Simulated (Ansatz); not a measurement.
System: GeBr, charge 1, singlet. GeBr+ (parent SMILES [Br][Ge], singlet).
B3LYP-D3(BJ)/def2-TZVP minimum from Ansatz (a first-principles code):
```xyz
2

Ge     0.0000     0.0000    -1.1614
Br     0.0000     0.0000     1.0618
```
Charge +1, spin multiplicity 1.

Total energies in cc-pV5Z, 10 correlated electrons, 28 frozen orbitals. Open shells are spin-unrestricted; no spin-orbit coupling. Cores are frozen in correlated methods (noble-gas shells, and filled d and f shells in the p block). No relativity. Spin-orbit terms, left out, reach several kcal/mol for Br and I, and more for heavier atoms. The spin of BrGe+ (parent SMILES [Ge][Br], singlet) was assumed, and the state is the lowest solution found for it.

```tsv
method	program	energy (Eh)	minus CCSDT(Q) (mEh)
HF	Ansatz	-4647.64073	288.84
MP2	Ansatz	-4647.89568	33.90
CCSD	Ansatz	-4647.91347	16.10
CCSD(T)	Ansatz	-4647.92793	1.65
CCSDT(Q)	Ansatz	-4647.92958	0.00
```

Rough core times of Ansatz's runs on a shared machine: CCSD(T) 40 s, CCSDT(Q) 20 min.
